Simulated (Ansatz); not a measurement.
Cost and result up the ladder for SiCl(vinyl)3 (C₆H₉ClSi) (17 atoms). Charge 0, multiplicity 1. Geometry: PBE-D4/def2-SVP.

```csv
atom,x (Å),y (Å),z (Å)
Si1,-0.0116,-0.0381,-0.0300
Cl2,-0.5887,-1.6207,-1.2837
C3,-1.3426,1.2822,-0.0869
C4,-2.4867,1.1975,-0.7931
H5,-1.1625,2.1975,0.5111
H6,-2.7176,0.3095,-1.4067
H7,-3.2381,2.0065,-0.7898
C8,1.6189,0.6500,-0.6509
C9,2.2785,0.2124,-1.7411
H10,2.0635,1.4807,-0.0679
H11,1.8824,-0.6123,-2.3586
H12,3.2371,0.6560,-2.0626
C13,0.1791,-0.6993,1.7148
C14,-0.0053,-1.9828,2.0803
H15,0.4650,0.0322,2.4964
H16,-0.2915,-2.7535,1.3439
H17,0.1201,-2.3178,3.1248
```

Ansatz on 4 threads of Intel Xeon 6975P-C on a shared host. Times are rough, and most runs start from the orbitals of an earlier one. CAM-B3LYP-D4/def2-TZVP serves as the yardstick here, not as an exact answer. Differences are given only for rows in sets of like size (and for xTB, whose basis is part of the method), since another set adds its own error. Binding counts from free atoms at the same level (Si triplet, Cl doublet, C triplet, H doublet; other spins of the atoms weren't run), without zero-point energy or a counterpoise term.

B3LYP takes the VWN-RPA correlation. Correlated methods freeze 16 core orbitals. The rows differ in basis, and correlated rows in double-zeta sets carry the largest basis error.

Run but left out: HF/6-31G (restricted singlet, unstable in another Hartree–Fock run and untested here).

Correlated methods converge slowly with the basis, most of all in double-zeta sets.

```csv
level,functions,wall time,binding energy per atom (eV),difference from CAM-B3LYP-D4/def2-TZVP (eV),remarks
B3LYP-D4/6-31G,98,1.2 s,4.16,–,–
PBE-D4/def2-SVP,165,1.3 s,4.44,–,–
PBE0-D4/def2-SVP,165,1.9 s,4.38,–,–
LDA (SPW92)/def2-TZVP,314,2 s,4.89,0.58,–
PBE-D4/def2-TZVP,314,2.6 s,4.41,0.10,–
r2SCAN-D4/def2-TZVP,314,4.2 s,4.32,0.01,–
CAM-B3LYP-D4/def2-TZVP,314,4.9 s,4.31,0.00,–
r2SCANh-D4/def2-TZVP,314,5.5 s,4.30,-0.01,–
MP2/def2-TZVP,314,6.5 s,4.24,-0.07,restricted SCF unstable
PBE0-D4/def2-TZVP (with forces),314,7 s,4.34,0.03,–
CCSD(T)/def2-SVP,165,16 s,4.12,–,restricted SCF unstable
```
